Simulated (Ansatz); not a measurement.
`[GeH3][I]` + `CNC` → `C[N](C)[GeH3]` + HI at 298.15 K and 1 bar (ligand exchange at a Ge–I bond).

Computed with Ansatz on PBE0-D4/def2-TZVP structures; ΔE is electronic, products minus reactants. CBS: MP2 limit from def2 TZ/QZ plus the TZ coupled-cluster correction, frozen cores. def2 core potentials past Kr. For Ge, I outer-core shells are correlated without core-valence functions, which leaves a few kJ/mol of doubt a bond. Scalar relativity is left out up to krypton.

```tsv
species	CCSD(T)/CBS energy (Eh)	H − E (kJ/mol)	S (J/(mol·K))
`[GeH3][I]`	-2375.37957	75.1	283.9
`CNC`	-135.00321	256.9	271.4
`C[N](C)[GeH3]`	-2212.31524	296.4	337.1
HI	-298.03592	22.7	206.5
```

H − E and S are ideal-gas, rigid-rotor, harmonic terms from PBE0-D4/def2-TZVP. 1 Eh = 2625.50 kJ/mol, R = 8.31446 J/(mol·K).

Q: By hand: ΔE, ΔH, ΔS and ΔG.

A: ΔE = (-2212.31524) + (-298.03592) − (-2375.37957) − (-135.00321) = 0.03162 Eh = 83.0 kJ/mol. Δ(H − E) = 296.4 + 22.7 − 75.1 − 256.9 = -12.9, so ΔH = 70.1 kJ/mol. ΔS = 337.1 + 206.5 − 283.9 − 271.4 = -11.7 J/(mol·K). ΔG = 70.1 − 298.15 × (-11.7)/1000 = 73.6 kJ/mol.

Q: By hand: the equilibrium constant, and the temperature at which ΔG would vanish if ΔH and ΔS stayed fixed.

A: log₁₀ K = −ΔG/(RT ln 10) = -12.9. ΔH and −TΔS have one sign here, so there is no such temperature.

The number of gas molecules stays the same, so ΔS is small and ΔH decides. A doubt of 5 kJ/mol in ΔE shifts log₁₀ K by 0.9 here. These are equilibria of isolated gas molecules and say nothing of rates. Largest T1 diagnostic: 0.011 (customary marks: 0.02 for closed shells, 0.045 for open ones).
